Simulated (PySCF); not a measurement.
# ²⁹Si chemical shifts

Gas phase, averaged over atoms made equivalent by symmetry, fast rotation or ring inversion, relativity neglected, a single conformation. Shielding tensors at PBE0/pcSseg-1 (GIAO); GFN2-xTB geometry; PySCF 2.14.

Shieldings were converted by a linear fit to measured shifts: ²⁹Si (scatter 8.9 ppm rms, 25.8 ppm with the 6 outliers that the fit left out vs TMS, solution or neat liquid). A few per cent of atoms miss by over 2 rms, more outside the fitted compound classes.

(1) Give the ²⁹Si shifts of `C=C1CO[SiH2]C(=C)[SiH2]1`, `O=CO[C@H]1C=C1[SiH2]CCl`, `[SiH3]/C=C(\[SiH3])O[SiH2]C[SiH3]`, `CC[C@@](C)(C=O)[C@H](C)[SiH3]`, `C=N[C@@H]1CC[Si]1(P)P`.

(2) Order these by ²⁹Si shift, lowest first.
A. C=C(CF)[SiH2]N
B. C=C1CO[C@@H](F)C[SiH2]1
C. P[Si]1(P)CCC1
D. CC[C@@](C)(C=O)CC[SiH3]

Answers

(1) 
| compound | environment | δ (ppm) |
| --- | --- | --- |
| [CH2:1]=[C:2]1[CH2:3][O:4][SiH2:5][C:6](=[CH2:7])[SiH2:8]1 | Si5: silicon bonded to C, O, 2 H, in a 6-membered ring | -31.0 |
| [CH2:1]=[C:2]1[CH2:3][O:4][SiH2:5][C:6](=[CH2:7])[SiH2:8]1 | Si8: silicon bonded to 2 C, 2 H, in a 6-membered ring | -45.6 |
| O=CO[C@H]1C=C1[SiH2]CCl | silicon bonded to 2 C, 2 H | -53.9 |
| [SiH3:1]/[CH:2]=[C:3](\[SiH3:4])[O:5][SiH2:6][CH2:7][SiH3:8] | Si6: silicon bonded to C, O, 2 H | -30.2 |
| [SiH3:1]/[CH:2]=[C:3](\[SiH3:4])[O:5][SiH2:6][CH2:7][SiH3:8] | Si8: silicon bonded to C, 3 H | -68.8 |
| [SiH3:1]/[CH:2]=[C:3](\[SiH3:4])[O:5][SiH2:6][CH2:7][SiH3:8] | Si4: silicon bonded to C, 3 H | -75.7 |
| [SiH3:1]/[CH:2]=[C:3](\[SiH3:4])[O:5][SiH2:6][CH2:7][SiH3:8] | Si1: silicon bonded to C, 3 H | -76.6 |
| CC[C@@](C)(C=O)[C@H](C)[SiH3] | silicon bonded to C, 3 H | -64.5 |
| C=N[C@@H]1CC[Si]1(P)P | silicon bonded to 2 C, 2 P, in a 4-membered ring | 16.2 |

(2) D (-64.3 ppm, silicon bonded to C, 3 H), B (-55.8 ppm, silicon bonded to 2 C, 2 H, in a 6-membered ring), A (-45.1 ppm, silicon bonded to C, N, 2 H), C (15.1 ppm, silicon bonded to 2 C, 2 P, in a 4-membered ring).
